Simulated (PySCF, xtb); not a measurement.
# Relative energy of two isomers of BFH6Si2

Structure a: `B[SiH2][SiH2]F`, a singlet. Structure b: `FB[SiH2][SiH3]`, a singlet. Both are isolated molecules in the gas phase, relaxed with B3LYP/6-31G*; the shapes shown needn't be the lowest conformers.

a (Å):

```xyz
10

B    -1.1585    0.0414    0.9570
F     1.6207    1.8819   -1.2349
Si    1.5561    0.2633   -1.3497
Si    0.6789   -0.6977    0.6209
H     1.6493   -0.4515    1.7262
H     0.6748   -2.1637    0.3296
H     0.7054   -0.0825   -2.5223
H     2.9364   -0.2401   -1.5942
H    -2.1126   -0.4207    0.4051
H    -1.3283    0.9918    1.6603
```

b (Å):

```csv
atom,x (Å),y (Å),z (Å)
B,-1.1468,-0.2761,1.1573
F,-2.4652,-0.4314,1.1194
Si,-0.0185,-0.9036,-0.4177
Si,0.2144,0.8325,-2.0000
H,-0.6966,0.2716,2.1266
H,-0.6297,-2.0800,-1.1030
H,1.3486,-1.2908,0.0384
H,-1.1162,1.2434,-2.5282
H,0.8534,2.0262,-1.3787
H,1.0588,0.3922,-3.1447
```

**Question.** Which of the two would you expect CCSD(T)/def2-SVP + ΔMP2/def2-TZVPP electronic energies to favour?

**Answer.** Structure b; the calculation gives E(b) − E(a) = −5.1 kcal/mol.

The same difference at several levels:

```
                             level      geometry  E(b) − E(a) (kcal/mol)  departure from the last row (kcal/mol)  job, with rough time for the two
                      B3LYP/6-31G*  B3LYP/6-31G*                      −7.9                                    −2.8             optimisation, 2.5 min
                       HF/def2-SVP  B3LYP/6-31G*                      −8.0                                    −2.9           part of the CCSD(T) run
                      MP2/def2-SVP  B3LYP/6-31G*                     −11.3                                    −6.2           part of the CCSD(T) run
                  CCSD(T)/def2-SVP  B3LYP/6-31G*                     −12.0                                    −6.9                      single point
CCSD(T)/def2-SVP + ΔMP2/def2-TZVPP  B3LYP/6-31G*                      −5.1                                                        single point, 69 s
```

As drawn, b has 1 B–F, 1 Si–H in place of 1 F–Si, 1 B–H.

The levels shown agree on the order. The largest departure from CCSD(T)/def2-SVP + ΔMP2/def2-TZVPP is that of CCSD(T)/def2-SVP, 6.9 kcal/mol. Levels run at GFN2-xTB geometries aren't shown. The last row adds to CCSD(T) the change of the MP2 difference between the two basis sets, here +6.9 kcal/mol, a large step that makes the value less sure.

With thermal terms from frequencies at re-optimised GFN2-xTB minima (ideal gas, soft modes damped towards free rotors, one conformer each, 298.15 K, 1 atm): on the last row, ΔE + ΔZPE = −5.4, ΔH = −5.4, ΔG = −5.7 kcal/mol.

The correlated steps freeze 12 core orbitals. Programs: PySCF 2.14.0, xtb 6.7.1 (Pople sets with spherical d functions); the last row on 2 threads of Arm Neoverse V2 on a shared host.
